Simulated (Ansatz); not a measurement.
Stretching the O3–H4 bond in FHOSi (SMILES O[Si]F) (multiplicity 1 held, fragments rigid). Energies count from the point at 0.966 Å.
Geometry at that point (charge 0, multiplicity 1):
```xyz
4

Si     0.00937     0.00603     0.61023
F     -0.73513     1.02563    -0.41740
O      0.73079    -1.04613    -0.42561
H      0.63861    -0.94607    -1.38174
```

Restricted levels (R-, RO-) in cc, def2 and unpolarised 6-31G sets keep to the state of the molecule at rest. U- levels take the lowest unrestricted solution at each point, which mixes spins at long bonds. Levels need not reach the same state.

Programs: Ansatz (a first-principles code) with Gaussian orbitals. Values without a source in brackets are computed.

Q: One of these levels gives 131.40 kcal/mol for the energy at R = 3.090 Å. Name it.
(A) U-wB97X-V/cc-pV(T+d)Z
(B) U-HF/cc-pV(T+d)Z
(C) R-PBE/cc-pV(T+d)Z

A: C, R-PBE/cc-pV(T+d)Z. The others give 91.21 (U-HF/cc-pV(T+d)Z), 117.32 (U-wB97X-V/cc-pV(T+d)Z)

Doubts at one or more of the structures used: a spin-contaminated determinant (U-HF/cc-pV(T+d)Z, U-wB97X-V/cc-pV(T+d)Z); a restricted determinant that unrestricted orbitals would lower (R-PBE/cc-pV(T+d)Z).
